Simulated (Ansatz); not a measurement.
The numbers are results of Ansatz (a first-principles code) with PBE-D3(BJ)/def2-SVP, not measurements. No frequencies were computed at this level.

Ansatz 0.2 input:
```yaml
crystal:
  periodic: [false, false, false]
  atoms:
    - { symbol: V, position_ang: [0.004386, 0.0318, -0.011889] }
    - { symbol: O, position_ang: [-0.189934, -1.377058, 0.514849] }
    - { symbol: F, position_ang: [1.395409, 0.051339, -0.842257] }
    - { symbol: F, position_ang: [0.064195, 1.023796, 1.267645] }
    - { symbol: F, position_ang: [-1.260103, 0.371286, -0.96617] }
basis:
  gaussian: { orbitals: def2-svp }
hamiltonian:
  xc: pbe
  dispersion: d3bj
relax:
  max_steps: 150
```

Output:

```
Functional definition: PBE
969 factors; their error is unknown
mean field evaluation 1: about -35852.8781 eV, gradient 8.5e1 eV
mean field evaluation 2: about -35514.0390 eV, gradient 4.1e2 eV
mean field evaluation 4: about -35863.4194 eV, gradient 2.2e1 eV
mean field evaluation 8: about -35864.2350 eV, gradient 7.6e-2 eV
mean field evaluation 16: about -35864.1942 eV, gradient 2.5e-5 eV
mean field -35864.19419802 eV, -1317.9848271532 hartree, gradient 2.5e-5 eV, S^2 0.000000; 0 other end points of the search recorded, 0 dependent functions left out
reference -35864.19429545 eV, -1317.9848307336 hartree; 29, 29 occupied and 58, 58 virtual orbitals, 969 factors
relax step   1: F+E_penalty+E_count = -35864.26775175 eV  Δ(F+E_penalty+E_count) = +0.000e0 eV  max|allowed force component| = 3.873e0 eV/Å  Δτ_max = 0.0000 Å  (29 SCF iters, accepted)
these checks for a lower state are left out or cut short: starts, cluster_reference, orbital_swaps, neighbouring_geometries, increment
969 factors; their error is unknown
mean field -35864.77619500 eV, -1318.0062151479 hartree, gradient 1.6e-5 eV, S^2 0.000000; 0 other end points of the search recorded, 0 dependent functions left out
reference -35864.77629166 eV, -1318.0062187001 hartree; 29, 29 occupied and 58, 58 virtual orbitals, 969 factors
relax step   2: F+E_penalty+E_count = -35864.84881343 eV  Δ(F+E_penalty+E_count) = -5.811e-1 eV  max|allowed force component| = 1.428e0 eV/Å  Δτ_max = 0.0523 Å  (32 SCF iters, accepted)
these checks for a lower state are left out or cut short: starts, cluster_reference, orbital_swaps, neighbouring_geometries, increment
969 factors; their error is unknown
mean field evaluation 32: about -35864.8883 eV, gradient 2.1e-5 eV
mean field -35864.88828012 eV, -1318.0103342002 hartree, gradient 2.1e-5 eV, S^2 0.000000; 0 other end points of the search recorded, 0 dependent functions left out
reference -35864.88837616 eV, -1318.0103377292 hartree; 29, 29 occupied and 58, 58 virtual orbitals, 969 factors
relax step   3: F+E_penalty+E_count = -35864.96026812 eV  Δ(F+E_penalty+E_count) = -1.115e-1 eV  max|allowed force component| = 2.297e-1 eV/Å  Δτ_max = 0.0326 Å  (30 SCF iters, accepted)
these checks for a lower state are left out or cut short: starts, cluster_reference, orbital_swaps, neighbouring_geometries, increment
969 factors; their error is unknown
mean field -35864.89116428 eV, -1318.0104401910 hartree, gradient 2.1e-5 eV, S^2 0.000000; 0 other end points of the search recorded, 0 dependent functions left out
reference -35864.89126021 eV, -1318.0104437163 hartree; 29, 29 occupied and 58, 58 virtual orbitals, 969 factors
relax step   4: F+E_penalty+E_count = -35864.96304206 eV  Δ(F+E_penalty+E_count) = -2.774e-3 eV  max|allowed force component| = 5.279e-2 eV/Å  Δτ_max = 0.0057 Å  (32 SCF iters, accepted)
these checks for a lower state are left out or cut short: starts, cluster_reference, orbital_swaps, neighbouring_geometries, increment
969 factors; their error is unknown
mean field -35864.89119621 eV, -1318.0104413643 hartree, gradient 7.8e-6 eV, S^2 0.000000; 0 other end points of the search recorded, 0 dependent functions left out
reference -35864.89129214 eV, -1318.0104448897 hartree; 29, 29 occupied and 58, 58 virtual orbitals, 969 factors
relax step   5: F+E_penalty+E_count = -35864.96306910 eV  Δ(F+E_penalty+E_count) = -2.704e-5 eV  max|allowed force component| = 3.238e-3 eV/Å  Δτ_max = 0.0008 Å  (25 SCF iters, accepted)
969 factors; their error is unknown
mean field evaluation 64: about -35864.8912 eV, gradient 7.4e-2 eV
mean field -35864.89119621 eV, -1318.0104413643 hartree, gradient 7.6e-6 eV, S^2 0.000000; 1 other end points of the search recorded, 0 dependent functions left out
reference -35864.89129214 eV, -1318.0104448897 hartree; 29, 29 occupied and 58, 58 virtual orbitals, 969 factors
Total energy: -35864.96316503 eV, -1318.0130861696 hartree
Atom 0 at     0.001286     0.009402    -0.003522 Å, force     0.000445     0.003238    -0.001211 eV/Å
Atom 1 at    -0.199106    -1.443556     0.539711 Å, force    -0.000367    -0.002629     0.000980 eV/Å
Atom 2 at     1.472612     0.057277    -0.889738 Å, force    -0.000002    -0.000203     0.000080 eV/Å
Atom 3 at     0.068174     1.083224     1.336219 Å, force    -0.000012    -0.000195     0.000095 eV/Å
Atom 4 at    -1.329013     0.394815    -1.020493 Å, force    -0.000064    -0.000211     0.000057 eV/Å
Dipole moment:     0.013852     0.100551    -0.037604 e Å
```

Cost: very roughly 15 core-seconds.
